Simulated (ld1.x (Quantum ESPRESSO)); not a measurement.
**zirconium (Zr): one change to a TM potential, before and after**

ld1.x (Quantum ESPRESSO) 7.5 input, shortened:

```
&input
   title='Zr', zed=40., rel=1, dft='PBE', iswitch=3,
   config='[Kr] 4d2 5s1 5p0'
 /
 &inputp
   pseudotype=2, tm=.true., lloc=2,
   nlcc=.false.
 /
3
5S  1  0   1.00   0.00  2.20  2.20  0.0
5P  2  1   0.00   0.00  3.00  3.00  0.0
4D  3  2   2.00   0.00  1.80  1.80  0.0
 &test
   configts(1)='4d2 5s1 5p0'
 /
```

All-electron outer shells of the reference configuration (PBE, scalar-relativistic, ld1.x):

```tsv
shell	level (eV)	outermost node (bohr)	outermost maximum (bohr)
4p	-39.14	0.56	1.17
4d	-9.98	0.58	1.59
5s	-9.94	1.46	3.00
5p	-6.26	1.68	3.71
```

Change: wave 5p (bound): rc 3.00 bohr becomes 5p (bound): rc 2.56 bohr.

Cutoffs: the cutoffs (Ry, on a coarse ladder) from which the occupation-weighted sum of valence levels, in a spherical-Bessel basis at the reference potential, stays within 10 and 1 mRy of its value at 400 Ry; they do not see the model core or the augmentation charge, which bear on the density cutoff. Errors are all-electron minus pseudo energies relative to the spin-unpolarised reference configuration.

**Question.** What does the change do?

**Answer.** The potential gets neither clearly harder nor softer (30 Ry and 40 Ry → 30 Ry and 40 Ry); both files keep a bound ghost (p, s); of the 7 tests that both files solve, the error grows in 2 and shrinks in 0 by more than 15 % and 0.3 meV (median size 38.0 → 38.0 meV).

```tsv
quantity	base	changed
cutoff, loose	30 Ry	30 Ry
cutoff, tight	40 Ry	40 Ry
bound ghosts	s, p	s, p
error for 4d2 5s2 5p0, meV [ΔE -7.14 eV]	+38	+38
error for 4d2 5s0 5p0, meV [ΔE 12.94 eV]	+142	+142
error for 4d1 5s0 5p0, meV [ΔE 35.57 eV]	+306	+306
error for 4d2 5s1 5p1, meV [ΔE -4.10 eV]	+8.4	+9.7
error for 4d2 5s1.5 5p0, meV [ΔE -4.26 eV]	+14	+14
error for 4d1 5s2 5p1, meV [ΔE -4.13 eV]	+125	+157
error for 4d2 5s0 5p2, meV [ΔE -0.92 eV]	+33	+37
```

Base: These tests converged, but a pseudo level misses the all-electron one widely, so the file describes the atom poorly there or has found another state: 4d1 5s0 5p0: empty 5p by 3.5 eV (a node warning on the way). A true bound ghost makes a file unfit for plane-wave use even where its test errors are small: the radial tests pick states by their node count and pass the ghost by.
